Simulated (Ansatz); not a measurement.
Geometry optimisation, RKS PBE0-D4/6-31G* (Ansatz 0.2.0).

Input file:

```yaml
crystal:
  periodic: [false, false, false]
  atoms:
    - { symbol: C, position_ang: [-0.7542, 1.7156, 0.4222] }
    - { symbol: C, position_ang: [-0.0208, 1.0022, 1.1769] }
    - { symbol: Al, position_ang: [0.6332, -0.7369, 0.5402] }
    - { symbol: C, position_ang: [0.2567, -1.3921, -1.263] }
    - { symbol: H, position_ang: [-1.0893, 1.4301, -0.6027] }
    - { symbol: H, position_ang: [-1.1643, 2.731, 0.7771] }
    - { symbol: H, position_ang: [0.287, 1.3479, 2.1739] }
    - { symbol: H, position_ang: [1.6434, -1.5979, 1.4957] }
    - { symbol: H, position_ang: [0.5453, -0.6656, -1.9809] }
    - { symbol: H, position_ang: [0.6584, -2.39, -1.4066] }
    - { symbol: H, position_ang: [-0.93, -1.5013, -1.3124] }
basis:
  gaussian: { orbitals: "6-31G*" }
hamiltonian:
  xc: pbe0
  dispersion: d4
relax:
  f_tol: 0.015
  max_steps: 40
output:
  orbitals: {}
```

Launched with:

```bash
$ ansatz run input.yaml --threads 1 --pin off --max-ram 2048MiB --backend cpu --events-out ev --progress --plain --runs-dir out
```

Where does it end, and by what steps?

It converged. After 5 steps the energy has fallen by 0.459 eV; H6 moved furthest, 0.09 Å.

```csv
step,energy less start (eV),largest force component (eV/Å),accepted
0,0.0000,4.285,yes
1,-0.3960,1.456,yes
2,-0.3588,1.310,no
3,-0.4554,0.216,yes
4,-0.4589,0.037,yes
5,-0.4591,0.014,yes
```

```xyz
11
Properties=species:S:1:pos:R:3
C -0.768 1.714 0.407
C 0.021 0.970 1.197
Al 0.701 -0.750 0.577
C 0.193 -1.368 -1.217
H -1.054 1.389 -0.595
H -1.173 2.683 0.707
H 0.252 1.382 2.182
H 1.650 -1.617 1.530
H 0.511 -0.658 -1.991
H 0.629 -2.342 -1.464
H -0.897 -1.461 -1.314
```

Time of the run: 24 s on 1 thread of Arm Neoverse V1, on a shared host, peak memory 0.15 GiB.
